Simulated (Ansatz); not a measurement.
Consider the formal exchange of groups at a C–N bond: `C[O][Zr]([Cl])([NH]C(C)C)[O]C` + `[MgH][Cl]` → `C[CH](C)[Mg][Cl]` + `C[O][Zr]([NH2])([Cl])[O]C`.

Calculated with Ansatz (gas phase, PBE0-D4/def2-TZVP geometries, no zero-point term in ΔE). CBS: MP2 limit from def2 TZ/QZ plus the TZ coupled-cluster correction, frozen cores. DFT in def2-TZVPP. def2 core potentials past Kr. For Mg, Zr outer-core shells are correlated without core-valence functions, which leaves a few kJ/mol of doubt a bond. One conformer a species, not always the lowest.

`C[O][Zr]([Cl])([NH]C(C)C)[O]C`:

Cartesian coordinates in Å:
```
C -1.799 2.357 0.791
O -0.974 1.279 1.076
Zr 0.223 -0.198 1.302
Cl 2.106 0.549 2.587
N 0.848 -0.903 -0.496
C 1.402 -0.218 -1.651
C 0.541 -0.422 -2.888
C 1.569 1.260 -1.338
O -0.607 -1.697 2.139
C -1.383 -2.558 2.909
H -2.851 2.084 0.920
H -1.575 3.196 1.458
H -1.656 2.694 -0.243
H 0.753 -1.897 -0.675
H 2.402 -0.627 -1.861
H 0.986 0.059 -3.763
H 0.424 -1.486 -3.113
H -0.455 0.000 -2.729
H 2.027 1.787 -2.176
H 0.596 1.725 -1.146
H 2.208 1.410 -0.462
H -0.877 -2.785 3.852
H -2.357 -2.111 3.135
H -1.550 -3.497 2.372
```

`[MgH][Cl]`:

```xyz
3

Mg   -0.156    0.014    0.058
Cl    1.883   -0.170   -0.710
H    -1.727    0.156    0.652
```

`C[CH](C)[Mg][Cl]`:

```xyz
12

C    -0.154   -0.333    1.370
C     0.278    0.318    0.057
C     0.779   -0.737   -0.927
Mg   -1.211    1.552   -0.765
Cl   -2.770    2.837   -1.626
H    -0.437    0.400    2.132
H    -1.008   -1.005    1.234
H     0.656   -0.943    1.797
H     1.117    0.992    0.279
H     1.179   -0.301   -1.848
H    -0.012   -1.437   -1.218
H     1.583   -1.344   -0.485
```

`C[O][Zr]([NH2])([Cl])[O]C`:

```xyz
15

C     1.843    1.757   -1.369
O     1.063    1.175   -0.376
Zr   -0.190    0.361    0.809
N     0.878   -0.580    2.258
Cl   -1.568    2.078    1.749
O    -1.321   -0.945    0.002
C    -2.145   -1.795   -0.726
H     1.680    2.839   -1.395
H     1.594    1.344   -2.352
H     2.905    1.571   -1.175
H     0.579   -1.396    2.774
H     1.801   -0.316    2.574
H    -3.197   -1.589   -0.502
H    -1.934   -2.839   -0.472
H    -1.988   -1.663   -1.801
```

```tsv
level	ΔE (kcal/mol)	difference from CCSD(T)/CBS
revPBE-D4	-1.6	1.5
r2SCANh-D4	-1.9	1.2
BHLYP-D4	-0.8	2.3
PBE0	-4.6	-1.5
r2SCANh	-3.0	0.1
CCSD(T)/def2-SVP	2.8	5.9
CCSD(T)/def2-TZVPP	-1.3	1.8
MP2/def2-QZVPP	-3.2	-0.1
SCS-MP2/def2-QZVPP	-3.1	0.0
MP2/CBS(def2)	-3.9	-0.8
CCSD(T)/CBS	-3.1	0
```

Largest T1 diagnostic among the species: 0.016.

The D4 term adds +4.1 kcal/mol with B3LYP and +2.4 kcal/mol with PBE0; it sums over pairs of atoms, weighted by their polarisabilities, and B3LYP, whose exchange is more repulsive, gets the larger term. Leaving LDA and LC-ωPBE aside and taking each functional with its dispersion term where it has one, the values, not all of them listed here, spread over 6.8 kcal/mol, from B2PLYP to B97M-V. LDA lies +5.4 kcal/mol from PBE without D4. From BLYP to BHLYP (50 % exact exchange), in def2-TZVPP and without D4, ΔE moves by +3.8 kcal/mol.

B3LYP here is the variant with VWN-RPA as its local correlation; programs differ in this.
